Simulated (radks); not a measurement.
Ir1.5+, 75.5 electrons, occupied as [Xe] 4f14 5d6 6s1.5 (fractional occupations, a model configuration). All-electron calculation, Dirac Kohn-Sham, PBE, spin-unpolarised, spherical densities, point nucleus; open shells are shared between the two j in proportion to 2j + 1. Program: a radial shooting solver on a logarithmic mesh with Libxc functionals.

Unscreened Slater integrals over Kohn-Sham orbitals (eV). Large and small components are both included.

| integral | value |
|---|---|
| F0(6s1/2,6s1/2) | 9.5589 |
| F0(6s1/2,5d5/2) | 11.134 |
| G2(6s1/2,5d5/2) | 2.9129 |
| F0(6s1/2,5d3/2) | 11.215 |
| G2(6s1/2,5d3/2) | 2.7089 |
| F0(6s1/2,5p3/2) | 11.785 |
| G1(6s1/2,5p3/2) | 1.0046 |
| F0(5d5/2,5d5/2) | 15.175 |
| F2(5d5/2,5d5/2) | 7.8323 |
| F4(5d5/2,5d5/2) | 5.1648 |
| F0(5d5/2,5d3/2) | 15.427 |
| F2(5d5/2,5d3/2) | 7.9615 |
| G2(5d5/2,5d3/2) | 7.9520 |
| G4(5d5/2,5d3/2) | 5.2474 |
| F0(5d5/2,5p3/2) | 17.410 |
| F2(5d5/2,5p3/2) | 8.5519 |
| G1(5d5/2,5p3/2) | 10.281 |
| G3(5d5/2,5p3/2) | 6.3462 |
| F0(5d3/2,5d3/2) | 15.694 |
| F2(5d3/2,5d3/2) | 8.1111 |
| F0(5d3/2,5p3/2) | 17.807 |
| F2(5d3/2,5p3/2) | 8.8818 |
| G1(5d3/2,5p3/2) | 10.859 |
| G3(5d3/2,5p3/2) | 6.7041 |
| F0(5p3/2,5p3/2) | 21.158 |
| F2(5p3/2,5p3/2) | 11.403 |
